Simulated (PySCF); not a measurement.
# Partial charges of `N#CC[SiH2][C@@H](C[SiH3])[SiH2]Cl`

Species: C4H12ClNSi3.
Geometry (GFN2-xTB, Å), atoms numbered from 1 in this order:
```
atom  x, y, z in Å
N1     5.040    0.212    0.523
C2     3.982    0.510    0.201
C3     2.652    0.852   -0.180
Si4    1.408   -0.310    0.706
C5    -0.304   -0.158   -0.129
C6    -1.283   -1.075    0.624
Si7   -2.936   -1.427   -0.253
Si8   -0.931    1.635   -0.286
Cl9   -1.255    2.365    1.563
H10    2.566    0.767   -1.264
H11    2.466    1.890    0.098
H12    1.880   -1.695    0.577
H13    1.352    0.068    2.121
H14   -0.205   -0.543   -1.150
H15   -1.478   -0.651    1.611
H16   -0.792   -2.035    0.810
H17   -2.658   -1.767   -1.652
H18   -3.816   -0.257   -0.205
H19   -3.588   -2.551    0.420
H20   -2.181    1.711   -1.038
H21    0.073    2.476   -0.941
```

Density: PBE0/pcSseg-1 (PySCF); schemes: Mulliken, IAO, Hirshfeld and ESP-fitted. Isolated species at its GFN2-xTB geometry (one conformer only).

**Question.** Which atoms carry the lowest charge in the Mulliken, IAO, Hirshfeld and ESP-fitted schemes?

**Answer.** The schemes don't all agree: Mulliken C5 (-0.829); IAO C5 (-0.649); Hirshfeld N1 (-0.240); ESP-fitted C3 (-0.559).

**Question.** Which atoms carry the highest charge in the Mulliken, IAO, Hirshfeld and ESP-fitted schemes?

**Answer.** The schemes don't all agree: Mulliken Si4 (+0.697); IAO Si8 (+0.782); Hirshfeld Si4 (+0.353); ESP-fitted Si4 (+0.486).

**Question.** For which atoms does the sign change between the 4 schemes (beyond +0.03 e in one, beyond −0.03 e in another)?

**Answer.** For none.

**Question.** What partial charge does each atom carry?

**Answer.** In e:

```csv
atom,environment,Mulliken,IAO,Hirshfeld,ESP-fitted
N1,nitrile nitrogen,-0.245,-0.265,-0.240,-0.507
C2,nitrile carbon,+0.044,+0.142,+0.075,+0.466
C3,sp3 carbon bound to silicon,-0.542,-0.581,-0.132,-0.559
Si4,SiH2 silicon,+0.697,+0.780,+0.353,+0.486
C5,sp3 carbon bound to silicon,-0.829,-0.649,-0.194,-0.263
C6,sp3 carbon bound to silicon,-0.510,-0.526,-0.157,-0.342
Si7,SiH3 silicon,+0.494,+0.595,+0.316,+0.413
Si8,chlorine-bound silicon,+0.668,+0.782,+0.339,+0.300
Cl9,silicon-bound chlorine,-0.307,-0.308,-0.102,-0.164
H10,methylene hydrogen,+0.189,+0.187,+0.067,+0.185
H11,methylene hydrogen,+0.203,+0.191,+0.066,+0.191
H12,Si–H hydrogen,-0.039,-0.107,-0.068,-0.091
H13,Si–H hydrogen,-0.019,-0.106,-0.069,-0.086
H14,methine hydrogen,+0.183,+0.154,+0.040,+0.140
H15,methylene hydrogen,+0.164,+0.150,+0.033,+0.119
H16,methylene hydrogen,+0.163,+0.146,+0.041,+0.114
H17,Si–H hydrogen,-0.080,-0.121,-0.077,-0.106
H18,Si–H hydrogen,-0.065,-0.116,-0.074,-0.098
H19,Si–H hydrogen,-0.075,-0.110,-0.073,-0.100
H20,Si–H hydrogen,-0.035,-0.115,-0.069,-0.038
H21,Si–H hydrogen,-0.057,-0.127,-0.074,-0.060
```

Mean size of the charges over all atoms: IAO 0.298 e, Mulliken 0.267 e, ESP-fitted 0.230 e, Hirshfeld 0.127 e. Each set sums to the total charge, 0, to within 0.001 e. The IAO scheme projects the occupied orbitals on a minimal set of polarised atomic orbitals and counts the electrons in each atom's part of it.

**Question.** How many electrons does the Mulliken scheme count on N1?

**Answer.** Z − q = 7 − (-0.245) = 7.245.

**Question.** How closely do the schemes follow one another over all atoms?

**Answer.** Correlation coefficient and root-mean-square difference: Mulliken with IAO 0.98, 0.071 e; IAO with Hirshfeld 0.95, 0.232 e; Mulliken with Hirshfeld 0.90, 0.227 e; IAO with ESP-fitted 0.88, 0.187 e; Hirshfeld with ESP-fitted 0.88, 0.159 e; Mulliken with ESP-fitted 0.84, 0.197 e.

These values come from a run that also computed NMR shieldings. Time: 79 s of wall time (grids of density and orbitals included); peak memory 1.1 GiB. Hardware: one thread of an Arm Neoverse V1, shared host with 32 logical CPUs at a one-minute load of 25.
